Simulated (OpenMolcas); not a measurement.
An OpenMolcas run meant for O V (ANO-R2, X2C; inactive shells 1s; intended active space 2 electrons in 4 orbitals (2s 2p)). One step of its input:

```
&CASPT2
Multistate=3 1 2 3
Frozen=0 0
IPEA=0.25
Imaginary=3.0
MaxIter=60
WThr=0.0 0.3 0.05
PrWF=0.5
NoMix
```

The run finished. Its levels beside those of a sound run (MS-CASPT2, IPEA 0.25 Eh, imaginary shift 0.1 Eh (closed shells correlated: 1s)), in eV above each run's lowest level:

| Level | This run | Usual run |
| --- | --- | --- |
| 2s2 1S0 | 0.0000 | 0.0000 |
| 2s 2p 3P* 0 | 10.2129 | 10.2034 |
| 2s 2p 3P* 1 | 10.2309 | 10.2214 |
| 2s 2p 3P* 2 | 10.2672 | 10.2577 |
| 2s 2p 1P* 1 | 20.1049 | 20.0051 |
| 2p2 3P0 | 26.5683 | 26.5686 |
| 2p2 3P1 | 26.5864 | 26.5867 |
| 2p2 3P2 | 26.6220 | 26.6223 |
| 2p2 1D2 | 29.1494 | 28.9850 |
| 2p2 1S0 | 36.1678 | 36.0329 |

Question: Which setting is unsound, and how much does it matter here?

Answer: The level shift is far above the usual 0.1 to 0.3 hartree and damps the second-order energy. Against the sound run the excited levels shown move by 380 cm-1 on average and by 1300 cm-1 at most.

Levels of configurations outside the active space are missing.

* marks odd parity.
